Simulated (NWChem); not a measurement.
C3H4ClF; SMILES F/C=C(\C)Cl

```xyz
9

C     -1.6283    -0.1751     0.0000
C     -0.1539     0.0197     0.0000
Cl     0.4112     1.6616     0.0000
C      0.7597    -0.9534     0.0000
F      0.4024    -2.2358     0.0000
H     -2.0820     0.2924     0.8879
H     -1.8671    -1.2469     0.0000
H     -2.0820     0.2924    -0.8879
H      1.8397    -0.7905     0.0000
```
Atoms are numbered in this order, from 1.

Results from NWChem. Coordinates come from a PBE0/def2-SVP optimisation. Level: PBE/def2-SVP with SMD (1 M gas to 1 M solution), gas-phase geometry.

Task: Order these by “cavity-dispersion-structure term (kcal/mol)”, lowest first: methanol; ethylene glycol; n-hexane; water.

Result: n-hexane (-1.4), methanol (0.0), ethylene glycol (2.1), water (3.6)
